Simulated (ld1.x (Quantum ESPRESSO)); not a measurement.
# terbium, RRKJ: configuration errors across variants

Tb (Z = 65), norm-conserving RRKJ (Kleinman–Bylander form), made with ld1.x (Quantum ESPRESSO) 7.5 (PBE, scalar-relativistic). Core [Kr] 4d10 4f8, reference 5s2 5p6 5d1 6s0 6p0 (charge +2). Waves: 5p (bound): rc 1.70 bohr; 5d (bound): rc 2.65 bohr; 5s (bound): rc 1.80 bohr. Local part: the s channel. Core correction: none.

All-electron excitation energies from the reference (eV): (1) 5s2 5p6 5d1 6s2 6p0 -19.007; (2) 5s2 5p6 5d1 6s1 6p0 -12.265; (3) 5s2 5p6 5d0 6s0 6p0 19.881; (4) 5s2 5p6 5d2 6s1 6p0 -17.069; (5) 5s2 5p6 5d1.5 6s1.5 6p0 -18.077; (6) 5s2 5p6 5d1 6s0 6p1 -8.599; (7) 5s2 5p6 5d1 6s1.5 6p0 -16.288.

Errors AE − PS in meV (a dash: test not solved or not reliable):

```csv
change,(1),(2),(3),(4),(5),(6),(7),bound ghosts
base,+735,+473,-17,+323,+515,+35,+625,none
wave 5d (bound): rc 2.65 bohr becomes 5d (bound): rc 1.80 bohr,+736,+474,-27,+323,+516,+35,+626,none
wave 5d (bound): rc 2.65 bohr becomes 5d (bound): rc 2.10 bohr,+736,+474,-25,+323,+516,+35,+626,none
wave 5d (bound): rc 2.65 bohr becomes 5d (bound): rc 2.46 bohr,+736,+474,-22,+323,+516,+35,+625,none
wave 5d (bound): rc 2.65 bohr becomes 5d (bound): rc 2.76 bohr,+734,+473,-11,+323,+514,+35,+624,none
wave 5d (bound): rc 2.65 bohr becomes 5d (bound): rc 2.92 bohr,+732,+472,-1.5,+323,+513,+35,+623,none
wave 5d (bound): rc 2.65 bohr becomes 5d (bound): rc 3.58 bohr,+705,+462,+100,+326,+499,+31,+604,none
wave 5d (bound): rc 2.65 bohr becomes 5d (bound): rc 3.96 bohr,+673,+452,+204,+340,+488,+24,+583,none
```

Give the same row for: wave 5d (bound): rc 2.65 bohr becomes 5d (bound): rc 3.26 bohr.

+723, +469, +34, +323, +508, +34, +617; bound ghosts: none.
